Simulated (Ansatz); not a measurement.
Molecule: sum formula SnO2H2, charge -1, multiplicity 2. 
Structure (B3LYP-D3(BJ)/def2-TZVP (Ansatz, a program for electronic structure) minimum search):
```
Sn
O 1 2.1011
H 2 0.9643 1 104.80
O 1 2.1064 2 92.59 3 33.75
H 4 0.9632 1 106.47 2 58.05
```
Charge -1, spin multiplicity 2.

Parts of the frozen-core correlation energy in def2-TZVPPD (Ansatz, hartree). Frozen orbitals: 11; correlated occupied orbitals by spin: 10 and 9; virtual: 149 and 150. Open shells are spin-unrestricted. Spin-orbit coupling is left out. In def2 rows, elements after Kr have scalar-relativistic effective core potentials.

```tsv
term	value
reference (HF)	-364.36927
MP2 opposite-spin	-0.44524
MP2 same-spin	___
CCSD correlation	___
(T)	___
T1 diagnostic	0.020
largest doubles amplitude	0.028
<S^2> of the reference	0.775
```

Task: Fill in the missing entries.

Result: 
- MP2 same-spin, value: -0.15196
- CCSD correlation, value: -0.60357
- (T), value: -0.02482
